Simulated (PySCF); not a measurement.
Vertical excitations of a molecule C₃H₇NOSi from TDDFT-PBE0/def2-SVPD (PySCF 2.14.0), as energy in eV (oscillator strength): 6.33 (0.035), 6.44 (0.004), 6.63 (0.012), 6.69 (0.000), 6.92 (0.005), 7.23 (0.004), 7.30 (0.024), 7.42 (0.028), 7.55 (0.069), 7.66 (0.005). Lowest triplet (TDA): 5.21 eV. Geometry optimised at PBE0-D3(BJ)/def2-SVP. One conformer was computed; it need not be the lowest.

Task: Which structure fits?
A. C/N=C1/OC[SiH2]1
B. C[C@@]1([SiH3])N=CO1
C. [SiH3]C1=NCOC1
D. C#CCN[SiH2]O

Result: D, C#CCN[SiH2]O
